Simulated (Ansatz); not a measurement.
Cost and result for the atomization energy of FH$_{5}$O$_{2}$Si$_{2}$, SMILES `O[SiH2]O[SiH2]F` (10 atoms, 9 bonds).

Cartesian coordinates in Å:
```
O -1.0157 0.6645 1.6409
Si -0.8501 1.1626 0.0907
O 0.0313 0.1025 -0.7964
Si 0.8824 -1.2722 -0.7359
F 1.8160 -1.2442 0.5615
H -0.2470 0.6854 2.2132
H -0.1516 2.4683 0.0158
H -2.2167 1.2225 -0.4638
H 1.7588 -1.3440 -1.9222
H -0.0073 -2.4455 -0.6038
```

The species carries charge 0 and has multiplicity 1. Geometry: relaxed with PBE0-D4/def2-TZVP. It is one conformer, not always the lowest. Program: Ansatz. Hardware: A = 2 threads of an AMD EPYC 7R13 on a shared host; B = 2 threads of an AMD EPYC 7R13 on a shared host and a share of an NVIDIA H100 80 GB. Times are those of one run each, without the atoms' runs, and a repeat can differ threefold. Electronic energies, without spin–orbit coupling; frozen cores. CCSD(T)/CBS adds CCSD(T) − MP2 in def2-TZVPP to the MP2 limit, and its time is that of the two runs behind it. T1 = 0.012. B3LYP takes the VWN-RPA correlation (the form of Gaussian; ORCA's B3LYP/G).

CCSD(T)/CBS is a level of theory with its own doubt, some kJ/mol a heavy atom from the limit and from the frozen cores, so smaller differences don't rank the functionals.

```json
{"level": "PBE-D4/def2-TZVPP (with forces) [A]", "functions": "247", "wall time": "3.5 s", "atomization (kcal/mol)": "899.9", "difference from CCSD(T)/CBS": "-10.6", "per bond": "-1.2"}
{"level": "PBE0-D4/def2-TZVPP [A]", "functions": "247", "wall time": "3.7 s", "atomization (kcal/mol)": "885.4", "difference from CCSD(T)/CBS": "-25.1", "per bond": "-2.8"}
{"level": "MP2/def2-QZVPP [B]", "functions": "461", "wall time": "4.7 s", "atomization (kcal/mol)": "920.8", "difference from CCSD(T)/CBS": "10.3", "per bond": "1.1"}
{"level": "CCSD(T)/def2-TZVPP [B]", "functions": "247", "wall time": "5.5 s", "atomization (kcal/mol)": "882.6", "difference from CCSD(T)/CBS": "-27.9", "per bond": "-3.1"}
{"level": "B3LYP-D4/def2-TZVPP (with forces) [A]", "functions": "247", "wall time": "6 s", "atomization (kcal/mol)": "898.3", "difference from CCSD(T)/CBS": "-12.2", "per bond": "-1.4"}
{"level": "B2PLYP/def2-TZVPP [A]", "functions": "247", "wall time": "6.5 s", "atomization (kcal/mol)": "894.0", "difference from CCSD(T)/CBS": "-16.5", "per bond": "-1.8"}
{"level": "r2SCAN-D4/def2-TZVPP (with forces) [A]", "functions": "247", "wall time": "6.5 s", "atomization (kcal/mol)": "902.3", "difference from CCSD(T)/CBS": "-8.2", "per bond": "-0.9"}
{"level": "ωB97X-V/def2-TZVPP [A]", "functions": "247", "wall time": "8.5 s", "atomization (kcal/mol)": "906.9", "difference from CCSD(T)/CBS": "-3.6", "per bond": "-0.4"}
{"level": "CCSD(T)/CBS(def2)", "functions": "–", "wall time": "10 s", "atomization (kcal/mol)": "910.5", "difference from CCSD(T)/CBS": "0.0", "per bond": "0.0"}
{"level": "ωB97M-V/def2-TZVPP (with forces) [A]", "functions": "247", "wall time": "13 s", "atomization (kcal/mol)": "905.5", "difference from CCSD(T)/CBS": "-5.0", "per bond": "-0.6"}
```

From PBE to PBE0 (25 % exact exchange), in def2-TZVPP and without D4, the atomization energy moves by −13.7 kcal/mol: exact exchange takes away binding that semilocal exchange gives to molecules. The D4 term adds +7.9 kcal/mol with B3LYP and +4.1 kcal/mol with PBE0; it sums over pairs of atoms, weighted by their polarisabilities, and B3LYP, whose exchange is more repulsive, gets the larger term. In def2-TZVPP, CCSD(T) changes the Hartree–Fock value by +211.7 kcal/mol (the triples alone add +10.9 kcal/mol) and MP2 by +232.7 kcal/mol; breaking electron pairs costs correlation energy, which Hartree–Fock lacks.
